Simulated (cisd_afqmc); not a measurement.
Input (AFQMC/CISD/def2-TZVPP; cisd_afqmc is a phaseless AFQMC code with CISD trial states that reads the integrals written by Ansatz):

Ansatz 0.2 input:
```python
import cisd_afqmc

open("ham.yaml", "w").write("""\
crystal:
  periodic: [false, false, false]
  atoms:
    - {symbol: Te, position_ang: [0.21365428, 0.04208183, 0.32043590]}
    - {symbol: Cl, position_ang: [2.19175031, 0.00535572, -1.13985993]}
    - {symbol: Cl, position_ang: [-1.68105999, -0.91327918, 1.56302181]}
    - {symbol: Cl, position_ang: [-1.16422105, 0.77920258, -1.40331875]}
basis:
  gaussian:
    orbitals: def2-TZVPP
magnetization: {spin_polarized: true, initial_magnetization: 1}
correlation: {method: ccsd, electrons: outside_noble_gas, hamiltonian_folder: ham}
""")
rep = cisd_afqmc.ansatz("ham.yaml")
e_ccsd = rep["correlation"]["coupled_cluster"]["energy"]["hartree"]
out = cisd_afqmc.run("ham", e_ccsd, trial="CISD", walkers=1000, populations=1, threads=12, dt=0.005, steps=40, early=36, settle=10, least=100,
    cut=5e-5, rank_cut=2e-4, target=0.0007, seconds=1500, seed=4, memory=62639, gpu=True)
```

Output:

```
orbitals 152, occupied [14, 13], factors 956 of 1217, rank of the doubles 1175 of 3739
E(HF) = -1645.552467
E(CCSD) on the cut factors = -1646.307037, shift to the whole factors -0.000004
Energy of the trial state on the determinant = -1646.307030
  tau behind 10.8 of longer steps, mean of the populations' last blocks
   2.0  -1646.35084
   4.0  -1646.34959
   6.0  -1646.35025
   8.0  -1646.34613
  10.0  -1646.34878
  12.0  -1646.34472
  14.0  -1646.34509
  16.0  -1646.34592
  18.0  -1646.34680
  20.0  -1646.34649
  22.0  -1646.34957
blocks 104 (0 outliers left out), error by blocks joined: 1: 0.00034, 2: 0.00043, 4: 0.00054, 8: 0.00070
E(AFQMC/CISD) = -1646.34735 +/- 0.00070
```

The error still grows at the longest joins of blocks, or few joins were possible, so the printed bar may be too narrow.
